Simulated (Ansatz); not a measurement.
HNP (SMILES [NH+]#P) moved off its minimum; all values from Ansatz (a program for electronic structure), cores frozen in correlated methods.
(charge 1, multiplicity 1)
```xyz
3

N      0.01569     0.03935    -0.84359
P      0.02176    -0.01934     0.55938
H      0.02057    -0.01234    -1.98556
```

Forces at MP2/aug-cc-pV(T+d)Z (eV/Å):

| atom | Fx | Fy | Fz |
|---|---|---|---|
| N1 | 0.011 | -0.134 | -10.189 |
| P2 | 0.017 | -0.164 | 6.325 |
| H3 | -0.029 | 0.298 | 3.863 |

Task: Give the forces (eV/Å), the total energy and the dipole at CCSD(T)/aug-cc-pV(T+d)Z.

Result: 
| atom | Fx | Fy | Fz |
|---|---|---|---|
| N1 | 0.013 | -0.151 | -9.802 |
| P2 | 0.016 | -0.148 | 5.884 |
| H3 | -0.029 | 0.298 | 3.918 |
Energy -395.8511 hartree.
